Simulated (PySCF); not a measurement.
**Relaxation of singlet BrF₃**

All numbers come from B3LYP in PySCF with Br def2-TZVP, F def2-TZVP; no relativity; density-fitted integrals. A (50,194) grid was used.

A hand-made T-shaped start, of C2v symmetry, held to at least that symmetry:

```xyz
4
charge 0 multiplicity 1, angstrom
Br    0.0000    0.0000   -0.2662
F     0.0000    0.0000    1.5138
F     1.7789    0.0000   -0.2041
F    -1.7789    0.0000   -0.2041
```

Optimiser trace:
```tsv
step	E − E(last) (kJ/mol)	largest gradient (Eh/bohr)
0	8.29	0.02394
1	0.14	0.00298
2	0.01	0.00084
3	0.00	0.00014
```

It ends at C2v with Br–F 1.743 Å, Br–F 1.832 Å (×2); F–Br–F 86.3° (×2), F–Br–F 172.6°. A frequency run shows a minimum.

Final geometry:
Coordinates in bohr (charge 0 multiplicity 1):
```
Br    0.0000    0.0000   -0.5226
F     0.0000    0.0000    2.7719
F     3.4548    0.0000   -0.3005
F    -3.4548    0.0000   -0.3005
```
